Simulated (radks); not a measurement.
All-electron atom: the neon ion Ne+ in [He] 2s2 2p5. All-electron calculation, scalar-relativistic Kohn-Sham, exchange-only B88, spin-polarised, spherical densities, point nucleus; open shells are filled with parallel spins first. Program: a radial shooting solver on a logarithmic mesh with Libxc functionals.

Unscreened Slater integrals over Kohn-Sham orbitals (hartree). They are taken over the spin-up orbitals.

integral     value
F0(2p,2p)   1.0594
F2(2p,2p)  0.47472
F0(2p,2s)   1.0534
G1(2p,2s)  0.63496
F0(2p,1s)   1.5282
G1(2p,1s)  0.17695
F0(2s,2s)   1.0565
F0(2s,1s)   1.5039
G0(2s,1s)  0.11267
F0(1s,1s)   5.9633

Derived for the open shells (J is the average intra-shell exchange parameter used in DFT+U). 2p: J = F2/5 = 0.09494 hartree.
